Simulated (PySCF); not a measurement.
SMILES OC#CC(F)(F)F, C3HF3O

Molfile (atoms numbered from 1):
```
C3HF3O
     RDKit          3D

  8  7  0  0  0  0  0  0  0  0999 V2000
    1.4016    0.9752   -1.5530 O   0  0  0  0  0  0  0  0  0  0  0  0
    0.7008    0.4946   -0.5808 C   0  0  0  0  0  0  0  0  0  0  0  0
    0.0739    0.1043    0.3614 C   0  0  0  0  0  0  0  0  0  0  0  0
   -0.6979   -0.3704    1.4955 C   0  0  0  0  0  0  0  0  0  0  0  0
   -1.9784    0.0181    1.4327 F   0  0  0  0  0  0  0  0  0  0  0  0
   -0.6980   -1.7089    1.5624 F   0  0  0  0  0  0  0  0  0  0  0  0
   -0.2039    0.0876    2.6512 F   0  0  0  0  0  0  0  0  0  0  0  0
    1.3700    0.3913   -2.3216 H   0  0  0  0  0  0  0  0  0  0  0  0
  1  2  1  0
  2  3  3  0
  3  4  1  0
  4  5  1  0
  4  6  1  0
  4  7  1  0
  1  8  1  0
M  END
```

The calculation used PySCF, quadratic response CAM-B3LYP/def2-TZVPD first hyperpolarisability, Taylor convention, gas phase. Geometry: PBE0-D3(BJ)/def2-TZVP.

**Question.** Give the tensor of the second harmonic β(−2ω;ω,ω) at 1064 nm in the axes of these coordinates.

**Answer.** In au, Taylor convention; rows are the first index (the induced dipole):
|  | xx | yy | zz | xy | xz | yz |
| --- | --- | --- | --- | --- | --- | --- |
| x | +12.2 | +6.5 | +32.4 | +15.4 | -22.0 | -13.4 |
| y | +15.4 | -1.5 | +28.8 | +6.3 | -13.2 | -8.3 |
| z | -22.5 | -8.6 | -26.4 | -13.4 | +32.5 | +29.1 |

Norm of βᵢ = ⅓ Σⱼ (βᵢⱼⱼ + βⱼᵢⱼ + βⱼⱼᵢ): 87.7 au, hyper-Rayleigh value 39.4 au.
